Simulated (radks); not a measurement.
Results of a calculation; reference values are marked as such.
Q: Ionisation of Co, [Ar] 3d7 4s2, to Co+, [Ar] 3d8, under several functionals. Non-relativistic Kohn-Sham, spin-unpolarised, spherical densities, point nucleus; a radial shooting solver on a logarithmic mesh with Libxc functionals. The NIST Atomic Spectra Database gives 7.881 eV (measured). Rank these functionals by the error of their Delta-SCF ionisation energy: XLYP; exchange-only B88; SOGGA; TASK exchange with Perdew-Wang LDA correlation; PBEsol; Tao-Mo meta-GGA; exchange-only LDA; PW91; LDA (Slater exchange, VWN5 correlation); Wu-Cohen GGA; revPBE.

A: From best to worst: LDA (Slater exchange, VWN5 correlation) 6.152 eV (-1.729); XLYP 6.150 eV (-1.731); PW91 5.973 eV (-1.908); Tao-Mo meta-GGA 5.939 eV (-1.942); PBEsol 5.894 eV (-1.987); Wu-Cohen GGA 5.871 eV (-2.010); revPBE 5.808 eV (-2.073); SOGGA 5.765 eV (-2.116); exchange-only B88 5.669 eV (-2.212); exchange-only LDA 5.544 eV (-2.337); TASK exchange with Perdew-Wang LDA correlation 5.153 eV (-2.728). Spin polarisation and multiplet splitting are left out, so open shells lie too high by an amount that depends on their filling.

Beside tabulated values, note that spin-unpolarised runs miss the spin-polarisation part of the exchange energy of open shells.
